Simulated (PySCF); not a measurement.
Compound: C7H4ClFO.
Atom-mapped SMILES: `[O:1]=[C:2]([Cl:3])[c:4]1[cH:5][cH:6][c:7]([F:8])[cH:9][cH:10]1` (hydrogens: H11 on C5; H12 on C6; H13 on C9; H14 on C10)

The same species was optimised twice, with GFN2-xTB and with PBE0-D3(BJ)/def2-SVP (PySCF), and the same property calculations (PySCF, gas phase) were run on both structures.

| coordinate | GFN2-xTB | PBE0-D3(BJ)/def2-SVP | change |
| --- | --- | --- | --- |
| C2–Cl3 (Å) | 1.772 | 1.791 | +0.019 |
| C7–F8 (Å) | 1.341 | 1.325 | -0.016 |
| C2–C4 (Å) | 1.465 | 1.479 | +0.014 |
| C5–C6 (Å) | 1.381 | 1.389 | +0.008 |
| C9–C10 (Å) | 1.379 | 1.387 | +0.008 |
| C7–C9 (Å) | 1.386 | 1.393 | +0.007 |
| C6–C7 (Å) | 1.386 | 1.391 | +0.005 |
| C4–C5 (Å) | 1.395 | 1.400 | +0.005 |
| C4–C10 (Å) | 1.400 | 1.404 | +0.004 |
| O1=C2 (Å) | 1.190 | 1.188 | -0.002 |
| O1–C2–C4 (°) | 126.8 | 125.6 | -1.2 |
| O1–C2–Cl3 (°) | 118.7 | 119.5 | +0.8 |
| Cl3–C2–C4 (°) | 114.5 | 114.8 | +0.3 |
| C4–C5–C6 (°) | 120.2 | 120.3 | +0.1 |
| C6–C7–C9 (°) | 122.0 | 121.9 | -0.1 |
| C7–C9–C10 (°) | 118.6 | 118.7 | +0.1 |
| C6–C7–F8 (°) | 118.9 | 119.0 | +0.1 |
| C5–C4–C10 (°) | 119.7 | 119.6 | -0.1 |
| O1–C2–C4–C5 (°) | 180 | -179 | +1 |

Rotational constants: A = 3087, B = 618.5, C = 515.2 MHz (GFN2-xTB) against A = 3056, B = 612.1, C = 510.0 MHz (PBE0-D3(BJ)/def2-SVP).

On the GFN2-xTB structure: HOMO (eV) -8.08 [PBE0/pcSseg-1]; LUMO (eV) -2.28 [PBE0/pcSseg-1]; dipole (D) 2.58 [PBE0/pcSseg-1]; GIAO shielding of O1 (ppm) -223.5 [PBE0/pcSseg-1]; GIAO shielding of C2 (ppm) 11.7 [PBE0/pcSseg-1]; GIAO shielding of Cl3 (ppm) 546.8 [PBE0/pcSseg-1]; GIAO shielding of C4 (ppm) 54.6 [PBE0/pcSseg-1]; GIAO shielding of C5/C10 (mean) (ppm) 44.5 [PBE0/pcSseg-1]; GIAO shielding of C6/C9 (mean) (ppm) 65.1 [PBE0/pcSseg-1]; GIAO shielding of C7 (ppm) 8.8 [PBE0/pcSseg-1]; GIAO shielding of F8 (ppm) 270.6 [PBE0/pcSseg-1].

Problem. What do these properties become on the PBE0-D3(BJ)/def2-SVP structure?

Solution. 
```csv
property,level,on GFN2-xTB,on PBE0-D3(BJ)/def2-SVP,change
HOMO (eV),PBE0/pcSseg-1,-8.08,-8.03,+0.05
LUMO (eV),PBE0/pcSseg-1,-2.28,-2.26,+0.02
dipole (D),PBE0/pcSseg-1,2.58,2.64,+0.06
"energy, GFN2-xTB geometry as zero (kcal/mol)",PBE0/pcSseg-1,0.0,-0.3,-0.3
GIAO shielding of O1 (ppm),PBE0/pcSseg-1,-223.5,-221.6,+1.9
GIAO shielding of C2 (ppm),PBE0/pcSseg-1,11.7,11.1,-0.6
GIAO shielding of Cl3 (ppm),PBE0/pcSseg-1,546.8,539.2,-7.6
GIAO shielding of C4 (ppm),PBE0/pcSseg-1,54.6,52.7,-1.9
GIAO shielding of C5/C10 (mean) (ppm),PBE0/pcSseg-1,44.5,43.0,-1.5
GIAO shielding of C6/C9 (mean) (ppm),PBE0/pcSseg-1,65.1,63.6,-1.5
GIAO shielding of C7 (ppm),PBE0/pcSseg-1,8.8,9.2,+0.4
GIAO shielding of F8 (ppm),PBE0/pcSseg-1,270.6,272.6,+2.0
```

The heavy atoms differ by 0.017 Å rms after alignment. Among bonds between heavy atoms C2–Cl3 changes most (+0.019 Å). Changes are differences of the printed values. Neither structure is proved a minimum here.

Shape of the structure used: `[O:1]=[C:2]([Cl:3])[c:4]1[cH:5][cH:6][c:7]([F:8])[cH:9][cH:10]1`: O1–C2–C4–C5 -179°.
